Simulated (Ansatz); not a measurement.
`C[B](C)[InH2]` → `C[BH][InH2]` + `[CH2]` (triplet) at 500 K and 1 bar (formal loss of a carbene).

Calculated with Ansatz (gas phase, PBE0-D4/def2-TZVP geometries, no zero-point term in ΔE). CCSD(T)/CBS adds triple-zeta CCSD(T) − MP2 to the extrapolated MP2 energy (def2 sets, frozen cores). This one scheme is used for every species. Triplets are unrestricted, without spin–orbit coupling. Elements past krypton have def2 core potentials. For In outer-core shells are correlated without core-valence functions, which leaves a few kJ/mol of doubt a bond.

| species | CCSD(T)/CBS energy (Eh) | H − E (kJ/mol) | S (J/(mol·K)) |
| --- | --- | --- | --- |
| `C[B](C)[InH2]` | -295.49461 | 282.0 | 436.0 |
| `C[BH][InH2]` | -256.21482 | 196.8 | 386.1 |
| `[CH2]` (triplet) | -39.09499 | 62.7 | 213.9 |

H − E and S are ideal-gas, rigid-rotor, harmonic terms from PBE0-D4/def2-TZVP, for one conformer and one mirror image of each species, with the whole ground term of open shells counted as degenerate. 1 Eh = 2625.50 kJ/mol, R = 8.31446 J/(mol·K).

Q: By hand: ΔE, ΔH, ΔS and ΔG.

A: ΔE = (-256.21482) + (-39.09499) − (-295.49461) = 0.18480 Eh = 485.2 kJ/mol. Δ(H − E) = 196.8 + 62.7 − 282.0 = -22.5, so ΔH = 462.7 kJ/mol. ΔS = 386.1 + 213.9 − 436.0 = 164.0 J/(mol·K). ΔG = 462.7 − 500 × (164.0)/1000 = 380.7 kJ/mol.

Q: By hand: the equilibrium constant, and the temperature at which ΔG would vanish if ΔH and ΔS stayed fixed.

A: log₁₀ K = −ΔG/(RT ln 10) = -39.8. ΔG = 0 at ΔH/ΔS = 2821 K, far beyond where these terms or the molecules hold.

The number of gas molecules changes by +1, which sets the sign of ΔS. A doubt of 5 kJ/mol in ΔE shifts log₁₀ K by 0.5 here. Other conformers and mirror images would add mixing entropy, several J/(mol·K) or more a flexible species. A triplet takes part, so the spin changes. These are equilibria of isolated gas molecules and say nothing of rates. Largest T1 diagnostic: 0.014 (customary marks: 0.02 for closed shells, 0.045 for open ones).
